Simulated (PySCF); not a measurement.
A compound of formula C13H19OPS has these computed shifts in ppm, with the number of atoms in brackets (GIAO PBE0/pcSseg-2, gas phase, PySCF SCF with an in-house response code, fitting set def2-universal-JFIT up to Ne and JKFIT beyond, grid level 2, non-relativistic, geometry: PBE0-D3(BJ)/def2-SVP; 13C, 1H against isolated TMS; 17O against isolated H2O; 31P against isolated H3PO4; 33S against isolated CS2).

1H: 8.13 (2), 7.73 (1), 7.71 (2), 7.24 (1), 3.09 (1), 2.31 (1), 2.25 (1), 2.01 (1), 1.86 (3), 1.84 (1), 1.74 (1), 1.67 (1), 1.61 (1), 1.34 (1), 1.16 (1)
13C: 146.5 (1), 141.0 (2), 140.9 (1), 137.7 (2), 55.6 (1), 45.9 (1), 43.5 (1), 42.3 (1), 38.5 (1), 28.7 (1), 17.1 (1)
17O: 101.4 (1)
31P: 17.3 (1)
33S: -29.6 (1)

Problem. Which structure gave them?

Solution. C[P@@](=O)(C[C@H]1CCC[C@@H]1S)c1ccccc1 ((((2-Mercapto)cyclopentyl)methyl)methylphenylphosphine oxide). Other isomers were not compared.
